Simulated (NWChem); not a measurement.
System: ZnSiH$_{4}$O; SMILES [Zn]([SiH3])[OH]

Here is an NWChem input.

```
start job
memory heap 200 mb stack 900 mb global 1100 mb
geometry units angstroms noautosym nocenter noautoz
  Zn     0.451159    -0.471008     0.000449
  O      0.711018    -2.230573     0.000509
  H     -0.069368    -2.792206     0.001530
  Si     0.275553     1.869022     0.001063
  H     -1.127253     2.308275    -0.289153
  H      1.159451     2.491309    -1.035679
  H      0.658769     2.454061     1.325556
end
basis spherical
  Zn library pcsseg-1
  O library pcsseg-1
  H library pcsseg-1
  Si library pcsseg-1
end
dft
  xc pbe0
  iterations 150
end
property
  shielding
end
task dft property
```

Output (shortened):

```
             Northwest Computational Chemistry Package (NWChem) 7.3.0
             --------------------------------------------------------

                             Geometry "geometry" -> ""
                             -------------------------

 Output coordinates in angstroms (scale by  1.889725989 to convert to a.u.)

  No.       Tag          Charge          X              Y              Z
 ---- ---------------- ---------- -------------- -------------- --------------
    1 Zn                  30.0000     0.45115900    -0.47100800     0.00044900
    2 O                    8.0000     0.71101800    -2.23057300     0.00050900
    3 H                    1.0000    -0.06936800    -2.79220600     0.00153000
    4 Si                  14.0000     0.27555300     1.86902200     0.00106300
    5 H                    1.0000    -1.12725300     2.30827500    -0.28915300
    6 H                    1.0000     1.15945100     2.49130900    -1.03567900
    7 H                    1.0000     0.65876900     2.45406100     1.32555600

 Effective nuclear repulsion energy (a.u.)     226.3627477360

                              NWChem Property Module
                              ----------------------

  itol2e modified to match energy
  convergence criterion.

                                 NWChem DFT Module
                                 -----------------

 Summary of "ao basis" -> "ao basis" (spherical)
 ------------------------------------------------------------------------------
       Tag                 Description            Shells   Functions and Types
 ---------------- ------------------------------  ------  ---------------------
 Zn                         pcsseg-1                15       45   5s6p3d1f
 O                          pcsseg-1                 7       17   3s3p1d
 H                          pcsseg-1                 3        5   2s1p
 Si                         pcsseg-1                10       24   4s5p1d

  itol2e modified to match energy
  convergence criterion.

[...]

          -----------------------------------------
          Chemical Shielding Tensors (GIAO, in ppm)
          -----------------------------------------

                                NWChem CPHF Module
                                ------------------

  scftype          =     RHF
  nclosed          =       28
  nopen            =        0
  variables        =     2184
  # of vectors     =        3
  tolerance        = 0.10D-03
  level shift      = 0.00D+00
  max iterations   =       50
  max subspace     =       30

 SCF residual:    8.7239297383555074E-005

Iterative solution of linear equations
  No. of variables     2184
  No. of equations        3
  Maximum subspace       30
        Iterations       50
       Convergence  1.0D-04

   iter   nsub   residual    time
   ----  ------  --------  ---------
     1      3    4.50D-01      54.0
     2      6    1.74D-02      61.9
     3      9    1.07D-03      69.7
     4     12    7.11D-05      77.6

      Atom:    1  Zn
        Diamagnetic
   2516.9462     -0.7938     -0.0015
     -0.7938   2528.1348     -0.0012
     -0.0015     -0.0012   2516.0955

        Paramagnetic
  -1230.9113    -72.3479     -0.1118
    -72.3479    -41.3326      0.2000
     -0.1118      0.2000  -1236.7014

        Total Shielding Tensor
   1286.0349    -73.1416     -0.1133
    -73.1416   2486.8022      0.1987
     -0.1133      0.1987   1279.3942

           isotropic =    1684.0771
          anisotropy =    1210.7459

          Principal Components and Axis System
                 1           2           3
             2491.2411   1281.6007   1279.3895

      1        -0.0606      0.9971      0.0457
      2         0.9982      0.0605      0.0026
      3         0.0002     -0.0457      0.9990

      Atom:    2  O
        Diamagnetic
    382.0582      5.7546     -0.0179
      5.7546    407.5122     -0.0172
     -0.0179     -0.0172    367.1354

        Paramagnetic
   -132.0953    -49.5792      0.0655
    -49.5792    -45.0330      0.0210
      0.0655      0.0210    -65.5727

        Total Shielding Tensor
    249.9629    -43.8246      0.0476
    -43.8246    362.4792      0.0038
      0.0476      0.0038    301.5628

           isotropic =     304.6683
          anisotropy =     109.2990

          Principal Components and Axis System
                 1           2           3
              377.5343    301.5628    234.9078

      1        -0.3249      0.0006      0.9458
      2         0.9458      0.0004      0.3249
      3        -0.0002      1.0000     -0.0007

      Atom:    3  H
        Diamagnetic
     33.9542     11.0793     -0.0176
     11.0793     37.7785     -0.0171
     -0.0176     -0.0171     20.6998

        Paramagnetic
     -3.5483     -1.2309      0.0090
     -1.2309      0.1510      0.0028
      0.0090      0.0028      1.5958

        Total Shielding Tensor
     30.4059      9.8484     -0.0085
      9.8484     37.9295     -0.0143
     -0.0085     -0.0143     22.2955

           isotropic =      30.2103
          anisotropy =      21.7497

          Principal Components and Axis System
                 1           2           3
               44.7101     23.6253     22.2955

      1         0.5671      0.8237     -0.0002
      2         0.8237     -0.5671      0.0011
      3        -0.0007      0.0008      1.0000

      Atom:    4  Si
        Diamagnetic
    879.5540     -0.4532      0.0095
     -0.4532    885.5841      0.0002
      0.0095      0.0002    879.3904

        Paramagnetic
   -386.8765      1.6450     -0.0733
      1.6450   -406.6309      0.0344
     -0.0733      0.0344   -385.3852

[...]
```

Level: PBE0/pcSseg-1, GIAO. Coordinates come from a PBE0/def2-SVP optimisation. The printed shielding anisotropy is the first printed principal value minus the mean of the other two.
